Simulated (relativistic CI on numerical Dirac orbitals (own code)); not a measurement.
**V+ in a cubic cluster: 2p photoemission with charge transfer**

Computed with a charge-transfer multiplet model of a cubic metal-ligand cluster with up to one ligand hole, Slater and spin-orbit integrals from Dirac-Coulomb-Breit ions, Slater integrals scaled by 0.9. The ground state mixes d4 with configurations of k ligand holes L, whose averages lie at kΔ + k(k − 1)U_dd/2; a core hole lowers each added d electron by U_cd. 300 K, Lorentzian 0.6 eV and Gaussian 0.8 eV FWHM.

Atomic integrals in eV (Slater integrals scaled, ζ unscaled), ground: F2dd 6.798, F4dd 4.177, zeta_d 0.015; with the core hole: F2dd 8.831, F4dd 5.496, zeta_d 0.030, zeta_core 4.613, F2cd 4.854, G1cd 3.498, G3cd 1.984.

Cluster parameters (eV): Δ = 6.7, U_dd = 5.2, 10Dq = 0.45, 10Dq(ligand) = 0.5, V(eg) = 2.35, V(t2g) = -1.09, final-state hopping factor = 0.9.

```
         Case   n_d    d4   d5L     S
U_cd = 4.9 eV  4.20  0.80  0.20  2.00
U_cd = 5.5 eV  4.20  0.80  0.20  2.00
U_cd = 6.1 eV  4.20  0.80  0.20  2.00
```

Weights, n_d and S are thermal averages at 300 K. Binding energies count from the first peak over 30 % of the highest in each spectrum, which can be another peak from case to case. The parameters are a model scan and need not match a compound or its usual spin state. Peaks in eV (height, largest 100):
- U_cd = 4.9 eV: 0.0 (100), 0.9 (93), 4.3 (27), 8.9 (60)
- U_cd = 5.5 eV: 0.0 (100), 0.8 (92), 4.4 (29), 8.9 (62)
- U_cd = 6.1 eV: 0.0 (100), 0.8 (92), 4.6 (32), 8.9 (63)

Curve for U_cd = 4.9 eV (points under 2 left out, the grid thinned):

E (eV), Intensity and a bar:
```
     -3.6        2.0 
     -3.2        2.5 
     -2.7        3.4 
     -2.3        4.7 #
     -1.9        6.8 #
     -1.4       13.5 ####
     -1.0       29.4 ########
     -0.6       63.7 ###################
     -0.1       99.2 ##############################
      0.3       94.9 #############################
      0.7       92.1 ############################
      1.2       88.7 ###########################
      1.6       74.1 ######################
      2.0       51.7 ###############
      2.4       31.2 #########
      2.9       19.7 #####
      3.3       19.5 #####
      3.7       22.9 ######
      4.2       26.6 ########
      4.6       26.2 #######
      5.0       24.8 #######
      5.5       21.2 ######
      5.9       18.4 #####
      6.3       17.4 #####
      6.8       19.5 #####
      7.2       23.3 #######
      7.6       30.0 #########
      8.1       42.7 #############
      8.5       54.3 ################
      8.9       59.8 ##################
      9.4       47.0 ##############
      9.8       31.4 #########
     10.2       21.5 ######
     10.6       16.7 #####
     11.1       13.5 ####
     11.5       11.2 ###
     11.9        9.5 ##
     12.4        8.2 ##
     12.8        7.5 ##
     13.2        6.8 #
     13.7        5.4 #
     14.1        3.9 #
     14.5        2.9 
     15.0        2.3 
     15.4        2.0
```

For the case U_cd = 6.1 eV, Δ = 6.7 eV is larger than U_dd = 5.2 eV, the Mott-Hubbard side of the Zaanen-Sawatzky-Allen scheme. With the core hole the configuration with one ligand hole lies at Δ − U_cd = 1.8, 1.2, 0.6 eV from the one without, in the order of the table; where this is negative the screened configuration lies lower, though the effective hopping of about 3.9 eV (from the holes of the mixed ground state) mixes the two strongly wherever it is as large as the gap.

With at most 1 ligand hole the space is cut while the next configuration still counts, so covalency is underestimated, and a final configuration with one more ligand hole, which can lie low, is missing from the spectra.
